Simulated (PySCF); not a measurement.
**How the method moves the HOMO and LUMO of `N#C[SiH2]C=O`**

Species: C2H3NOSi.
SMILES with atom numbers: `[N:1]#[C:2][SiH2:3][CH:4]=[O:5]` (hydrogens: H6, H7 on Si3; H8 on C4)

Structure used (PBE0-D3(BJ)/def2-SVP), in Å, numbered top down from 1:
```
atom  x, y, z in Å
N1     2.4050    0.6116   -1.3223
C2     1.5540    0.0987   -0.7242
Si3    0.1413   -0.6396    0.2282
C4    -1.3053    0.6449    0.2592
O5    -2.3162    0.3661    0.8488
H6    -0.3021   -1.8806   -0.4597
H7     0.5982   -0.9179    1.6146
H8    -1.1934    1.6307   -0.2678
```

Basis pcSseg-2 throughout (PySCF), one geometry. The structure is a single PBE0-D3(BJ)/def2-SVP conformer in the gas phase; no vibrational or solvent corrections.

Task: How do the orbital energies, the gap and the dipole change with the method?

Result: 
```tsv
method	kind	HOMO (eV)	LUMO (eV)	gap (eV)	μ (D)	SCF cycles
BLYP	GGA	-6.34	-3.46	2.88	1.56	16
OPBE	GGA	-6.39	-3.51	2.88	1.61	16
PBE	GGA	-6.43	-3.61	2.82	1.60	16
B97-D	GGA	-6.44	-3.49	2.95	1.55	16
BP86	GGA	-6.53	-3.67	2.85	1.59	15
LDA	LDA	-6.56	-3.86	2.71	1.65	15
KT2	GGA	-6.57	-3.53	3.05	1.56	16
KT3	GGA	-6.59	-3.52	3.07	1.54	16
B97-2	global hybrid	-7.59	-2.53	5.06	1.46	14
B3LYP	global hybrid	-7.65	-2.72	4.92	1.45	15
PBE0	global hybrid	-7.86	-2.47	5.38	1.46	14
mPW1PW91	global hybrid	-7.89	-2.48	5.41	1.45	14
CAM-B3LYP	range-separated hybrid	-9.26	-1.27	7.99	1.40	14
BHandHLYP	global hybrid	-9.28	-1.29	7.98	1.34	14
wB97X-D	range-separated hybrid	-9.71	-0.58	9.13	1.40	15
LC-wPBE	range-separated hybrid	-10.52	-0.04	10.48	1.38	15
HF	Hartree–Fock	-11.49	1.39	12.88	1.22	12
```

The HOMO spans 5.16 eV, from BLYP down to HF, and the gap runs from 2.71 eV (LDA) to 12.88 eV (HF). Over the methods BLYP (0 %), OPBE (0 %), PBE (0 %), B97-D (0 %), BP86 (0 %), LDA (0 %), KT2 (0 %), KT3 (0 %), B97-2 (21 %), B3LYP (20 %), PBE0 (25 %), mPW1PW91 (25 %), BHandHLYP (50 %), HF (100 %), a straight line through the gap against the share of exact exchange rises by 1.00 eV for each 10 % (correlation coefficient 0.999). The dipole ranges from 1.22 D (HF) to 1.65 D (LDA). This basis has no diffuse functions.
